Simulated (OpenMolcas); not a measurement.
Dy3+: effect of the metal basis and ligand basis

Dy3+ with 8 ligands (fluoride) in cubic eightfold coordination (Oh) at 2.34 Å. A charge of +0.625 e stands 2.4 Å behind each ligand.

```json
{"Program": "OpenMolcas 26.06", "Method": "CASSCF", "Spin-orbit coupling": "RASSI with atomic mean-field integrals over the reference wave functions"}
```

Fixed: active space 9 electrons in 7 orbitals (4f), DKH2 Hamiltonian.

States (labels of O, the rotations of Oh). Energies in cm-1 above the lowest state or level, χT in cm3 K/mol; under a threefold ground state the first gap can be a small split of the lowest multiplet, not the spin-orbit step.

| Run | Metal basis | Ligand basis | Ground state | First state of that spin | First gap with spin-orbit (degeneracies) | Width of lowest J | χT at 300 K | Cost |
| --- | --- | --- | --- | --- | --- | --- | --- | --- |
| A | ANO-RCC-VDZP | ANO-RCC-VDZP | 6T1 | 6E 0.6 | 0.8 (2, 4) | 313 | 13.887 | roughly 2.5 core-minutes |
| B | ANO-RCC-VTZP | ANO-RCC-VTZP | 6T1 | 6E 0.6 | 1.9 (4, 2) | 310 | 13.896 | roughly 8 core-minutes |

Against A, the width of the lowest J multiplet changes by -1.0 % in B.

Costs are those of the RASSCF and RASSI steps.

High states are left out of the spin-orbit mixing, which shifts the levels that they would mix with. Without dynamic correlation the ligand-field splitting of an f shell can come out too small, at times by half. No measured value stands beside these numbers; the geometry was imposed, not optimised, and the real ion may take another.
